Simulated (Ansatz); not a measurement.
Start from `C[O][Ge][S]C` and change one atom or group to get `C[O][Ge][OH]`.

Ansatz, PBE0-D4/def2-TZVP geometries, multiplicity 1. Each molecule was computed in one conformer, which needn't be the lowest.

Scalar relativity is left out up to krypton.

```
                                          property  `C[O][Ge][S]C`
size of the dipole moment (ωB97M-V/def2-TZVPP) / D            1.79
    size of the dipole moment (PBE/def2-TZVPP) / D            1.74
               HOMO–LUMO gap (PBE/def2-TZVPP) / eV            3.40
               LUMO energy (B3LYP/def2-TZVPP) / eV           -1.92
                 HOMO energy (PBE/def2-TZVPP) / eV           -5.83
               HOMO energy (B3LYP/def2-TZVPP) / eV           -6.73
```

Task: What does the change do to each property? (Best estimate.)

Result: Computed: 
```
                                          property  `C[O][Ge][OH]`  shift
size of the dipole moment (ωB97M-V/def2-TZVPP) / D            1.46  -0.33
    size of the dipole moment (PBE/def2-TZVPP) / D            1.31  -0.43
               HOMO–LUMO gap (PBE/def2-TZVPP) / eV            4.11   0.71
               LUMO energy (B3LYP/def2-TZVPP) / eV           -1.69   0.23
                 HOMO energy (PBE/def2-TZVPP) / eV           -6.31  -0.48
               HOMO energy (B3LYP/def2-TZVPP) / eV           -7.34  -0.61
```

With PBE0 the HOMO falls by 0.59 eV and the LUMO rises by 0.27 eV, so the gap widens by about 0.86 eV. PBE moves the HOMO by -0.48 eV and ωB97M-V by -0.73 eV. Dipoles are sizes alone; their direction can turn.

B3LYP here is the variant with VWN-RPA as its local correlation; programs differ in this.
